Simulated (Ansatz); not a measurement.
**Ligand exchange: C2F4 + BH(CH3)I → C2F3I + BH(CH3)F**

Gas-phase species: C2F4 (tetrafluoroethylene) `FC(F)=C(F)F`, singlet; BH(CH3)I, singlet; C2F3I (trifluoroiodoethylene) `FC(F)=C(F)I`, singlet; BH(CH3)F, singlet. The partners trade F for I: C–F and B–I bonds give way to C–I and B–F.

Shapes, held fixed at every level: PBE0-D4/def2-TZVP. Programs: Ansatz 0.2.0. The zero-point and thermal change to 298 K, harmonic and unscaled (PBE0-D4/def2-TZVP), is +0.1 kJ/mol.

| level | kind | ΔH(298 K) (kJ/mol) | less CCSD(T)/def2-TZVPP |
| --- | --- | --- | --- |
| HF/def2-TZVPP | Hartree–Fock | -91.3 | +8.5 |
| SPW92/def2-TZVPP | LDA | -88.5 | +11.3 |
| PBE0-D4/def2-TZVPP | global hybrid | -90.4 | +9.4 |
| r2SCAN0-D4/def2-TZVPP | global hybrid | -92.0 | +7.8 |
| B2PLYP/def2-TZVPP | double hybrid | -102.9 | -3.1 |
| MP2/def2-TZVPP | perturbation theory | -104.5 | -4.7 |
| CCSD/def2-TZVPP | coupled cluster or CI | -98.9 | +0.9 |
| CCSD(T)/def2-TZVPP | coupled cluster or CI | -99.8 | 0.0 |

The highest level, CCSD(T)/def2-TZVPP, gives ΔH(298 K) = -99.8 kJ/mol; the levels span -104.5 to -88.5. The column of differences is taken from that level and isn't an error. No measured value is set beside it here. For atoms past krypton def2 sets carry core potentials with scalar relativity. Outer-core shells of I are correlated, in sets that cover them unevenly.
